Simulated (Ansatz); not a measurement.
Worked example: C2H2ClF + GeH3I → C2H2FI + GeH3Cl

Species: C2H2ClF (1-chloro-2-fluoroethylene) `F/C=C/Cl`, singlet; GeH3I `[GeH3][I]`, singlet; C2H2FI `F/C=C/I`, singlet; GeH3Cl (chlorogermane) `[Cl][GeH3]`, singlet. The partners trade Cl for I: C–Cl and Ge–I bonds give way to C–I and Ge–Cl.

Shapes, held fixed at every level: PBE0-D4/def2-TZVP. Programs: Ansatz 0.2.0. The zero-point and thermal change to 298 K, harmonic and unscaled (PBE0-D4/def2-TZVP), is -0.7 kJ/mol.

At CCSD(T)/def2-TZVPP; 1 Eh = 2625.50 kJ/mol:

| species | energy (Eh) |
| --- | --- |
| C2H2ClF | -636.699239 |
| GeH3I | -2374.572634 |
| C2H2FI | -474.113217 |
| GeH3Cl | -2537.162724 |

Problem. Work out ΔH(298 K) of the reaction at this level.

Solution. 
1. Products less reactants: (-474.113217) + (-2537.162724) − [(-636.699239) + (-2374.572634)] = -0.004068 Eh = -10.7 kJ/mol.
2. With the thermal change: -10.7 + (-0.7) = -11.4 kJ/mol.

Other levels give -10.4 (CCSD/def2-TZVPP) to +3.2 kJ/mol (SPW92/def2-TZVPP). No measured value is set beside it here. For atoms past krypton def2 sets carry core potentials with scalar relativity. Relativity is left out for Ge unless named. Correlated rows may include outer-core shells of Ge, I, which these sets cover unevenly.
